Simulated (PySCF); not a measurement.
Al(H)2(NHMe) (CH6AlN), SMILES C[NH][AlH2].

Geometry: B3LYP-D3(BJ)/def2-TZVP.

The numbers are results of ωB97X/def2-TZVPD (PySCF), not measurements.

Symmetry labels are those of the subgroup Cs that the program uses (full group Cs).

Problem. List the valence orbital energies around the gap with their symmetry. (An estimate is asked for; the answer gives what the named calculation found.)

Solution. 
| orbital | symmetry | energy (eV) |
|---|---|---|
| HOMO−7 | A' | -21.20 |
| HOMO−6 | A' | -16.14 |
| HOMO−5 | A' | -14.72 |
| HOMO−4 | A" | -14.49 |
| HOMO−3 | A' | -13.20 |
| HOMO−2 | A' | -11.78 |
| HOMO−1 | A' | -10.83 |
| HOMO | A" | -9.29 |
| LUMO | A" | 1.15 |
| LUMO+1 | A' | 1.62 |
| LUMO+2 | A' | 2.21 |
| LUMO+3 | A' | 2.68 |
